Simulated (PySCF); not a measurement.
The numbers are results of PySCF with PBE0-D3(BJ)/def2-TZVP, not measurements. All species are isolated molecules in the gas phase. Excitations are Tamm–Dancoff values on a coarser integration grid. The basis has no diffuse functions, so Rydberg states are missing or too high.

Reference species (SMILES): `[Cl][Ga]([Cl])[Cl]` (neutral, multiplicity 1).

```json
{
  "S1 excitation (TDA)": "6.08 eV",
  "S1–T1 gap (TDA)": "0.39 eV",
  "HOMO": "-9.46 eV",
  "T1 excitation (TDA)": "5.69 eV"
}
```

Changed species: `[Cl][Ga]([Br])[Br]` (2 of 3 Cl replaced by Br; the reference has 0 of 3 Cl replaced by Br).

Problem. Predict the effect on the S1 excitation (TDA), S1–T1 gap (TDA), HOMO and T1 excitation (TDA).

Solution. the S1 excitation (TDA) falls by 0.70 eV, to 5.38 eV; the S1–T1 gap (TDA) is nearly the same; the HOMO rises by 0.62 eV, to -8.84 eV; the T1 excitation (TDA) drops by 0.70 eV, to 4.99 eV.
